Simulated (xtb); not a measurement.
Br2Si, charge +1, doublet, geometry from GFN2-xTB (a state made from the parent by changing its charge; the spin is typed, not shown lowest); GFN2-xTB with ALPB(ch2cl2) in xtb.

The xtb input:
```
$ xtb mol.xyz --gfn 2 --chrg 1 --uhf 1 --alpb ch2cl2 --json

# file mol.xyz
3

Si    -0.01521577    -0.00237586     0.77983544
Br     1.07276535    -1.63797801    -0.14008693
Br    -1.06667904     1.63892835    -0.17184725
```

Output, abridged:

```
   ID    Z sym.   atoms
    1   14 Si     1
    2   35 Br     2, 3

           -------------------------------------------------
          |                Calculation Setup                |
           -------------------------------------------------

           -------------------------------------------------
          |                 G F N 2 - x T B                 |
           -------------------------------------------------

      * Solvation model:               ALPB
        Solvent                        ch2cl2
        Parameter file                 internal GFN2-xTB/ALPB
        Dielectric constant                8.9300E+00
        Reference state                gsolv [1 M gas/solution]
        Free energy shift                  4.1487E-03 Eh       2.6033E+00 kcal/mol
        Temperature                        2.9815E+02 K
        Density                            1.3300E+00 kg/L
        Solvent mass                       8.4930E+01 g/mol
        Interaction kernel             P16
        Born radius scaling (c1)           1.5691E+00
        Born radii integrator          GBOBC
        Born offset                        0.0000E+00 a0       0.0000E+00 AA
        H-bond correction              false
        Ion screening                  false
        Surface tension                    1.0000E-05 Eh       1.5569E+01 dyn/cm
        Grid points                               230 per atom

          ...................................................
          :                      SETUP                      :
          :.................................................:
          :  # basis functions                  30          :
          :  # atomic orbitals                  27          :
          :  # shells                            9          :
          :  # electrons                        17          :
          :  max. iterations                   250          :
          :  Hamiltonian                  GFN2-xTB          :
          :  restarted?                      false          :
          :  GBSA solvation                   true          :
          :  PC potential                    false          :
          :  electronic temp.          300.0000000     K    :
          :  accuracy                    1.0000000          :
          :  -> integral cutoff          0.2500000E+02      :
          :  -> integral neglect         0.1000000E-07      :
          :  -> SCF convergence          0.1000000E-05 Eh   :
          :  -> wf. convergence          0.1000000E-03 e    :
          :  Broyden damping             0.4000000          :
          :  net charge                          1          :
          :  unpaired electrons                  1          :
          ...................................................

 iter      E             dE          RMSdq      gap      omega  full diag
   1     -9.3409965 -0.934100E+01  0.117E+01    2.98       0.0  T
   2     -9.4281988 -0.872023E-01  0.151E+01    1.66       1.0  T
   3     -9.5179644 -0.897656E-01  0.104E+01    1.94       1.0  T
   4     -8.9015630  0.616401E+00  0.152E+01    1.05       1.0  T
   5     -9.5149491 -0.613386E+00  0.330E+00    2.16       1.0  T
   6     -9.5273279 -0.123788E-01  0.152E+00    2.00       1.0  T
   7     -9.5173264  0.100015E-01  0.198E+00    2.19       1.0  T
   8     -9.5247088 -0.738241E-02  0.117E+00    2.09       1.0  T
   9     -9.5276106 -0.290181E-02  0.297E-01    2.03       1.0  T
  10     -9.5278031 -0.192435E-03  0.125E-01    2.01       1.0  T
  11     -9.5278292 -0.261481E-04  0.555E-02    2.00       1.0  T
  12     -9.5278338 -0.457976E-05  0.353E-02    2.00       1.6  T
  13     -9.5278369 -0.313079E-05  0.528E-03    2.00      10.9  T
  14     -9.5278370 -0.604202E-07  0.203E-03    2.00      28.4  T
  15     -9.5278370 -0.478492E-08  0.160E-03    2.00      36.0  T
  16     -9.5278370 -0.658759E-08  0.226E-04    2.00     255.2  T
  17     -9.5278370  0.504503E-10  0.178E-04    2.00     324.9  T

   *** convergence criteria satisfied after 17 iterations ***

         :::::::::::::::::::::::::::::::::::::::::::::::::::::
         ::                     SUMMARY                     ::
         :::::::::::::::::::::::::::::::::::::::::::::::::::::
         :: total energy              -9.506178016144 Eh    ::
         :: total w/o Gsasa/hb        -9.503822672794 Eh    ::
         :: gradient norm              0.001539185619 Eh/a0 ::
         :: HOMO-LUMO gap              1.999707867610 eV    ::
         ::.................................................::
         :: SCC energy                -9.527837025132 Eh    ::
         :: -> isotropic ES            0.131931059294 Eh    ::
         :: -> anisotropic ES          0.003815464795 Eh    ::
         :: -> anisotropic XC         -0.010554193152 Eh    ::
         :: -> dispersion             -0.002452260995 Eh    ::
         :: -> Gsolv                  -0.074876422853 Eh    ::
         ::    -> Gelec               -0.072521079502 Eh    ::
         ::    -> Gsasa               -0.006504040712 Eh    ::
         ::    -> Ghb                  0.000000000000 Eh    ::
         ::    -> Gshift               0.004148697361 Eh    ::
         :: repulsion energy           0.021659008987 Eh    ::
         :: add. restraining           0.000000000000 Eh    ::
         :: total charge               1.000000000000 e     ::
         :::::::::::::::::::::::::::::::::::::::::::::::::::::

           -------------------------------------------------
          |                Property Printout                |
           -------------------------------------------------

    * Orbital Energies and Occupations

         #    Occupation            Energy/Eh            Energy/eV
      -------------------------------------------------------------
         1        2.0000           -0.9561754             -26.0189
         2        2.0000           -0.9193937             -25.0180
         3        2.0000           -0.7367111             -20.0469
         4        2.0000           -0.5832498             -15.8710
         5        2.0000           -0.5543608             -15.0849
         6        2.0000           -0.5503996             -14.9771
         7        2.0000           -0.5416130             -14.7380
         8        2.0000           -0.5383867             -14.6502
         9        1.0000           -0.4754062             -12.9365 (HOMO)
        10                         -0.4019183             -10.9368 (LUMO)
        11                         -0.3303960              -8.9905
        12                         -0.2860819              -7.7847
        13                         -0.1995899              -5.4311
        14                         -0.1940416              -5.2801
        15                         -0.1592324              -4.3329
        16                         -0.1117795              -3.0417
        17                         -0.0808171              -2.1991
        18                         -0.0716239              -1.9490
        19                         -0.0711942              -1.9373
        20                         -0.0647646              -1.7623
       ...                                ...                  ...
        27                          1.3464369              36.6384
      -------------------------------------------------------------
                  HL-Gap            0.0734879 Eh            1.9997 eV
             Fermi-level           -0.4727793 Eh          -12.8650 eV

     #   Z          covCN         q      C6AA      α(0)
     1  14 Si       1.660     0.661   173.507    28.009
     2  35 Br       0.831     0.170   180.149    21.640
     3  35 Br       0.831     0.170   180.149    21.640

 Mol. C6AA /au·bohr⁶  :       1576.160232
 Mol. C8AA /au·bohr⁸  :     103841.260811
 Mol. α(0) /au        :         71.289475

Wiberg/Mayer (AO) data.
largest (>0.10) Wiberg bond orders for each atom

 ---------------------------------------------------------------------------
     #   Z sym  total        # sym  WBO       # sym  WBO       # sym  WBO
 ---------------------------------------------------------------------------
     1  14 Si   3.186 --     3 Br   1.593     2 Br   1.593
     2  35 Br   1.757 --     1 Si   1.593     3 Br   0.164
     3  35 Br   1.757 --     1 Si   1.593     2 Br   0.164
 ---------------------------------------------------------------------------

Topologies differ in total number of bonds
Writing topology from bond orders to xtbtopo.mol

molecular dipole:
                 x           y           z       tot (Debye)
 q only:       -0.017      -0.003       0.873
   full:       -0.023      -0.004       1.180       3.000
molecular quadrupole (traceless):
                xx          xy          yy          xz          yz          zz
 q only:       -0.972      -3.186       1.828      -0.012      -0.054      -0.856
  q+dip:       -0.641      -0.516      -0.189      -0.030      -0.013       0.830
   full:        0.179       1.478      -1.120      -0.010       0.023       0.942

           -------------------------------------------------
          | TOTAL ENERGY               -9.506178016144 Eh   |
          | GRADIENT NORM               0.001539185619 Eh/α |
          | HOMO-LUMO GAP               1.999707867610 eV   |
           -------------------------------------------------

normal termination of xtb
```
